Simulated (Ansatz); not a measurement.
An input meant for InBr3 (charge 0, singlet).

```yaml
crystal:
  periodic: [false, false, false]
  atoms:
    - {symbol: In, position_ang: [0.000071, 0.000004, 0.000027]}
    - {symbol: Br, position_ang: [2.457386, -0.026993, 0.012658]}
    - {symbol: Br, position_ang: [-1.205298, 2.141533, -0.017018]}
    - {symbol: Br, position_ang: [-1.252159, -2.114533, 0.004333]}
basis:
  gaussian: {orbitals: def2-mTZVP}
total_charge: 1
magnetization: {spin_polarized: true, initial_magnetization: 2}
hamiltonian: {xc: {name: PBE-QIDH}, pseudopotentials: {relativity: scalar}}
scf: {omitted_lower_state_checks: [starts]}
output: {forces: true}
```

```sh
$ ansatz run in.yaml --threads 2 --pin off --events-out ev --progress --plain --max-ram 4352MiB
```

It prints (some lines left out):

```
Error: a molecule whose nuclei and cores have a total charge of 126 cannot have a net charge of 1 together with 2 unpaired electrons
```

In this input the number of unpaired electrons doesn't fit the electron count. The program refused the input.
